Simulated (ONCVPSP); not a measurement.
**Ta (Z = 73): one change to an ONCV potential, before and after**

```json
{
  "Element": "tantalum",
  "Generator": "ONCVPSP 4.0.1",
  "Type": "optimised norm-conserving Vanderbilt (ONCV)",
  "Functional": "PBEsol",
  "Relativity": "scalar-relativistic",
  "Frozen core": "[Kr] 4d10 4f14",
  "Valence charge": "13",
  "Reference configuration": "5s2 5p6 5d3 6s2",
  "Partial waves": "5s+6s: rc 1.50 bohr, ncon 4, nbas 8, qcut 6.6 1/bohr, 2 projectors; 5p: rc 1.95 bohr, ncon 4, nbas 7, qcut 5.5 1/bohr, 1 projector; 5d: rc 1.75 bohr, ncon 4, nbas 8, qcut 4.8 1/bohr, 2 projectors, debl 0.8 Ha",
  "Local potential": "polynomial inside 1.25 bohr (lpopt 5, dvloc0 1 Ha)",
  "Core correction": "none"
}
```

All-electron outer shells of the reference configuration (PBEsol, scalar-relativistic, ld1.x):

```csv
shell,level (eV),outermost node (bohr),outermost maximum (bohr)
5s,-73.03,0.54,0.98
5p,-39.42,0.58,1.13
4f,-24.73,–,0.44
6s,-5.47,1.32,2.78
5d,-3.62,0.65,1.58
```

Change: d: rc 1.98.

Cutoffs: the cutoffs (Ha) at which the residual kinetic energy of the hardest occupied pseudo-wave falls to 1 and 0.1 mHa per electron; they do not see the model core or the augmentation charge, which bear on the density cutoff. Errors are all-electron minus pseudo energies relative to the spin-unpolarised reference configuration.

What does the change do?

The potential gets neither clearly harder nor softer (20 Ha and 52 Ha → 20 Ha and 49 Ha); of the 4 tests that both files solve, the error grows in 0 and shrinks in 2 by more than 15 % and 0.3 meV (median size 2.6 → 1.9 meV); neither file shows a bound ghost.

```tsv
quantity	base	changed
cutoff, loose	20 Ha	20 Ha
cutoff, tight	52 Ha	49 Ha
loose cutoff by channel	s 20 Ha, p 11 Ha, d 13 Ha	s 20 Ha, p 11 Ha, d 12 Ha
bound ghosts	none	none
GHOST(+) flags under 300 eV	s at 192.7 eV	s at 192.7 eV
error for 5s2 5p6 5d3 6s1, meV [ΔE 8.51 eV]	-2.5	-2.4
error for 5s2 5p6 5d3 6s0, meV [ΔE 23.48 eV]	-1.8	-1.1
error for 5s2 5p6 5d2 6s0, meV [ΔE 47.09 eV]	-7.7	-7.3
error for 5s2 5p6 5d2 6s2, meV [ΔE 7.72 eV]	-2.7	-1.5
s: phases at 1.52 bohr within 0.05 rad from the reference energy up to (Ha; the scan ends near 5)	to the end of the scan	to the end of the scan
p: phases at 1.98 bohr within 0.05 rad from the reference energy up to (Ha; the scan ends near 5)	0.2	0.2
```
